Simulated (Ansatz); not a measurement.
Start from `[SiH3]CN[SiH3]` and change one atom or group to get `CN[SiH3]`.

Ansatz, PBE0-D4/def2-TZVP geometries, multiplicity 1. Each molecule was computed in one conformer, which needn't be the lowest.

```tsv
property	`[SiH3]CN[SiH3]`
HOMO energy (ωB97M-V/def2-TZVPP) / eV	-9.14
zero-point energy (PBE0-D4/def2-TZVP) / kJ/mol	246.1
HOMO–LUMO gap (PBE/def2-TZVPP) / eV	4.88
HOMO energy (B3LYP/def2-TZVPP) / eV	-6.62
ideal-gas entropy at 298 K and 1 bar (rigid rotor, harmonic PBE0-D4/def2-TZVP) / J/(mol·K)	355
HOMO–LUMO gap (B3LYP/def2-TZVPP) / eV	6.58
```

(1) Give the same properties after the change, and the shifts. (Estimate.)

Answers

(1) Computed: 
```csv
property,`CN[SiH3]`,shift
HOMO energy (ωB97M-V/def2-TZVPP) / eV,-9.13,0.01
zero-point energy (PBE0-D4/def2-TZVP) / kJ/mol,207.4,-38.7
HOMO–LUMO gap (PBE/def2-TZVPP) / eV,5.07,0.19
HOMO energy (B3LYP/def2-TZVPP) / eV,-6.58,0.04
"ideal-gas entropy at 298 K and 1 bar (rigid rotor, harmonic PBE0-D4/def2-TZVP) / J/(mol·K)",300,-55
HOMO–LUMO gap (B3LYP/def2-TZVPP) / eV,6.79,0.21
```

The zero-point energy changes by -38.7 kJ/mol with -9 modes. Modes under 60 cm⁻¹, often nearly free rotors, make the harmonic entropy too high.

Positive LUMOs are unbound, so they and the gaps depend on the basis.

B3LYP here is the variant with VWN-RPA as its local correlation; programs differ in this.
